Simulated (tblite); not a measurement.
**Question.** What does the GFN2-xTB structure of `CS[Si@@H](C)[SiH2][O]` [radical] look like in three dimensions? (Doublet state.)

**Answer.** 
```xyz
15
C2H9OSSi2 angstrom
C      1.964    0.756    1.518
S      1.049   -0.806    1.331
Si     0.081   -0.493   -0.546
C     -1.019   -1.988   -0.906
Si    -1.338    1.515   -0.268
O     -0.333    2.517    0.280
H      2.310    0.792    2.545
H      2.810    0.761    0.838
H      1.296    1.587    1.310
H      1.093   -0.261   -1.577
H     -1.682   -2.200   -0.072
H     -0.410   -2.871   -1.075
H     -1.626   -1.827   -1.790
H     -1.796    1.572   -1.662
H     -2.403    0.956    0.572
```

Any rigid rotation of these coordinates is as good. Atoms count from 1 in this order. Of the pairs four or more bonds apart, O6···H9 is among the closest relative to their van der Waals radii: 2.14 Å, 79 % of the sum of Bondi's values. S2 (sulfur bonded to C and Si) is bent (angle 101.1°). Si5 (silicon bonded to O, Si and 2 H) has angles from 96.0° to 121.6°. Si3 (silicon bonded to C, S, Si and H) is distorted tetrahedral (angles from 106.3° to 113.2°).

Bonds between heavy atoms (Å): C1–S2 1.820, S2–Si3 2.135, Si3–C4 1.891, Si3–Si5 2.474, Si5–O6 1.521.

Computed geometry: GFN2-xTB, gas phase. This method treats the open shell by occupation alone, without spin polarisation.

Point group: C1 (no symmetry element, even within 0.4 Å). Its GFN2-xTB frequencies are all real (lowest 50 cm⁻¹). Torsions: C1–S2–Si3–C4 -177°, S2–Si3–Si5–O6 52°. 3 starts were optimised and ended at 0.00, 2.23 and 2.55 kcal/mol (GFN2-xTB); the lowest of these is shown.

On one thread of an Arm Neoverse V1 (shared host), this took 1.8 s of wall time. That covers the optimisation of the geometry.

One conformer stands for the species.
